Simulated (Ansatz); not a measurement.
Relaxation of ClGaHO (4 atoms, charge 0, multiplicity 2), to a largest force component of 0.02 eV/Å in at most 50 steps.

Theory: UKS BLYP-D4/def2-SVP (Ansatz 0.2.0).

```xyz
4
Properties=species:S:1:pos:R:3:forces:R:3
O -1.706 -0.042 -0.202 1.60 -0.02 -0.02
Ga 0.212 0.110 -0.133 -2.00 -0.52 0.52
Cl 1.028 -1.742 0.804 -0.08 0.82 -0.48
H 0.522 1.614 -0.490 0.48 -0.28 -0.01
```

Problem. Where does it end, and by what steps?

Solution. The run converged. After 5 steps the energy has fallen by 0.306 eV; H4 moved furthest, 0.25 Å.

| step | energy less start (eV) | largest force component (eV/Å) | accepted |
| --- | --- | --- | --- |
| 0 | 0.0000 | 1.995 | yes |
| 1 | -0.2481 | 0.977 | yes |
| 2 | -0.3031 | 0.277 | yes |
| 3 | -0.3054 | 0.073 | yes |
| 4 | -0.3056 | 0.038 | yes |
| 5 | -0.3058 | 0.003 | yes |

```xyz
4
Properties=species:S:1:pos:R:3
O -1.760 -0.134 -0.209
Ga 0.020 0.162 -0.070
Cl 1.059 -1.580 0.719
H 0.737 1.492 -0.460
```

Time of the run: 12 s on 2 threads of Arm Neoverse V2 (shared host), peak memory 0.15 GiB.
